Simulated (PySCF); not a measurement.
Excitations are Tamm–Dancoff values on a coarser integration grid. The basis has no diffuse functions, so Rydberg states are missing or too high.

Z-matrix (Å, degrees):
```
In
H 1 1.7325
H 1 1.7445 2 120.04
H 1 1.7447 2 120.00 3 -164.04
O 1 2.4170 2 99.59 4 -97.87
H 5 0.9652 1 110.30 2 -122.19
H 5 0.9653 6 105.47 1 118.81
```
Charge 0, spin multiplicity 1.

Question: Give the total energy, charge on the central atom (Mulliken), HOMO, T1 excitation (TDA), dipole moment, HOMO–LUMO gap, S1 excitation (TDA) and LUMO at the level PBE-D3(BJ)/def2-TZVP // PBE0-D4/def2-SVP (PySCF 2.14.0).

Answer: 
```yaml
total_energy: -7300.26 eV
charge on the central atom (Mulliken): 0.31 e
HOMO: -6.35 eV
T1 excitation (TDA): 4.51 eV
dipole_moment: 3.61 D
HOMO–LUMO gap: 4.64 eV
S1 excitation (TDA): 4.72 eV
LUMO: -1.71 eV
```
